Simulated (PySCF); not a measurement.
Compound: C5H11NOSi2.
SMILES: `C[SiH2][Si@@H](N)c1ccco1`

Torsions of this conformer, `[CH3:1][SiH2:2][Si@@H:3]([NH2:4])[c:5]1[cH:6][cH:7][cH:8][o:9]1`: C1–Si2–Si3–N4 -177°, Si2–Si3–C5–C6 120°, H–N4–Si3–Si2 178°, H–N4–Si3–Si2 -36°.

The closed-shell ground state was solved at several levels (PySCF, density fitting, gas phase, non-relativistic). Isolated species at its PBE0-D3(BJ)/def2-SVP geometry (one conformer only).

```
           level  basis functions  total energy (Eh)  HOMO (eV)  LUMO (eV)  gap (eV)  dipole (D)
   PBE0/pcSseg-1              222          -905.4475      -6.60      -0.44      6.16        0.93
wB97X-D/pcSseg-1              222          -905.9522      -8.37       1.29      9.66        0.94
```

Q: What might CAM-B3LYP/def2-SVPD (279 basis functions) give for the same quantities?

A: Total energy -905.5731 Eh, HOMO -7.84 eV, LUMO 0.48 eV, gap 8.32 eV, dipole 0.94 D.

Q: Over all these levels, which gives the widest orbital gap and which the narrowest?

A: wB97X-D/pcSseg-1 (range-separated hybrid) has the widest, 9.66 eV, and PBE0/pcSseg-1 (global hybrid, 25 % exact exchange) the narrowest, 6.16 eV. The two share the basis. From the narrowest to the widest the HOMO moves by -1.77 eV and the LUMO by +1.73 eV.

Q: How far do the dipole and the HOMO energy spread over the levels?

A: The dipole runs from 0.93 to 0.94 D (mean 0.94 D) and the HOMO from -8.37 to -6.60 eV.

wB97X-D is run here without its empirical dispersion term; that term would change no orbital, density or response property at a fixed geometry.
